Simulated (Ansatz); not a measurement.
`C=C[SiH2][SiH3]` + H₂Te → `[SiH3][SiH2][TeH]` + `C=C` at 400 K and 1 bar (ligand exchange at the Si–C bond).

Program: Ansatz. Geometries: PBE0-D4/def2-TZVP. ΔE: electronic, gas phase. CCSD(T)/CBS is the MP2 limit (def2-TZVPP, def2-QZVPP) plus CCSD(T) − MP2 in def2-TZVPP, frozen cores. This one scheme is used for every species. Elements past krypton have def2 core potentials. For Te outer-core shells are correlated without core-valence functions, which leaves a few kJ/mol of doubt a bond. Each species was taken in one conformer, which may not be the lowest.

```tsv
species	CCSD(T)/CBS energy (Eh)	H − E (kJ/mol)	S (J/(mol·K))
`C=C[SiH2][SiH3]`	-659.04133	255.3	387.6
H₂Te	-268.91024	45.0	239.1
`[SiH3][SiH2][TeH]`	-849.49595	160.5	401.4
`C=C`	-78.48111	149.4	232.7
```

H − E and S are ideal-gas, rigid-rotor, harmonic terms from PBE0-D4/def2-TZVP, for one conformer and one mirror image of each species. 1 Eh = 2625.50 kJ/mol, R = 8.31446 J/(mol·K).

Q: By hand: ΔE, ΔH, ΔS and ΔG.

A: ΔE = (-849.49595) + (-78.48111) − (-659.04133) − (-268.91024) = -0.02549 Eh = -66.9 kJ/mol. Δ(H − E) = 160.5 + 149.4 − 255.3 − 45.0 = 9.6, so ΔH = -57.3 kJ/mol. ΔS = 401.4 + 232.7 − 387.6 − 239.1 = 7.4 J/(mol·K). ΔG = -57.3 − 400 × (7.4)/1000 = -60.3 kJ/mol.

Q: By hand: the equilibrium constant, and the temperature at which ΔG would vanish if ΔH and ΔS stayed fixed.

A: log₁₀ K = −ΔG/(RT ln 10) = 7.9. ΔH and −TΔS have one sign here, so there is no such temperature.

The number of gas molecules stays the same, so ΔS is small and ΔH decides. A doubt of 5 kJ/mol in ΔE shifts log₁₀ K by 0.7 here. Other conformers and mirror images would add mixing entropy, several J/(mol·K) or more a flexible species. Modes under 60 cm⁻¹, often nearly free rotors, make the harmonic entropy too high. These are equilibria of isolated gas molecules and say nothing of rates. Largest T1 diagnostic: 0.013 (customary marks: 0.02 for closed shells, 0.045 for open ones).

ΔS is within the doubt of such terms, so its sign, and with it that verdict, could turn.
